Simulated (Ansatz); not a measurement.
A structure relaxed at r2SCAN-D4/def2-SVP in Ansatz, charge 0, doublet:

```xyz
7

Li    0.156   -2.416    1.548
Li    1.398    1.466   -0.085
Li   -1.000   -0.470   -0.274
Br    0.181    3.452   -0.733
Br    0.019    0.858   -2.123
Br   -1.528   -2.796   -0.002
Br    0.773   -0.093    1.670
```

Give its formula.

the cluster Li3Br4.

Summarise the bond lengths by kind (pairs closer than 1.2 times the sum of covalent radii, bridged metal pairs left out).

8 × Br–Li 2.32 to 2.66 Å.

In the doublet, Br4 and Br5 lie 2.95 Å apart (atoms count from 1), so these atoms are partly bonded to each other. Another isomer (doublet) lies 0.20 eV lower at PBE0-D4/def2-TZVP; other spin states weren't run for this one.
